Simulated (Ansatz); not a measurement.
System: C3H10GeN, net charge -1, singlet state. It need not be the lowest isomer of its formula. Whether it binds its extra electron was not tested at this geometry. 
Structure (B3LYP-D3(BJ)/def2-TZVP (Ansatz, a first-principles code) minimum search):
```
Ge
C 1 1.8753
H 2 1.0945 1 113.13
H 2 1.0947 3 110.58 1 129.32
N 1 1.9198 2 110.73 3 -156.64
H 5 1.0153 1 110.98 2 -109.90
H 5 1.0159 6 106.99 1 -115.71
C 1 1.9965 2 112.59 3 -39.94
H 8 1.0914 1 109.55 2 -45.31
H 8 1.0923 9 108.77 1 120.38
H 8 1.0934 9 108.56 10 118.28
C 1 2.0337 2 125.36 3 85.91
H 12 1.0931 1 109.79 2 -66.74
H 12 1.0937 13 107.90 1 -119.73
H 12 1.0956 13 108.54 14 -117.59
```
Charge -1, spin multiplicity 1.

Basis-set convergence of Hartree-Fock and CCSD correlation energies (hartree) with Ansatz. Cores are frozen in the correlated levels unless marked. No spin-orbit coupling. The frozen core is the preceding noble-gas configuration, with the filled d and f shells of earlier blocks. No relativistic terms.

```csv
basis,functions,E(HF),"E(corr, CCSD)"
aug-cc-pVDZ,218,-2249.19286,-0.83276
aug-cc-pVTZ,473,___,___
```

**Question.** Some entries are withheld; supply them.

**Answer.** 
- aug-cc-pVTZ, E(HF): -2249.31265
- aug-cc-pVTZ, E(corr, CCSD): -0.96477
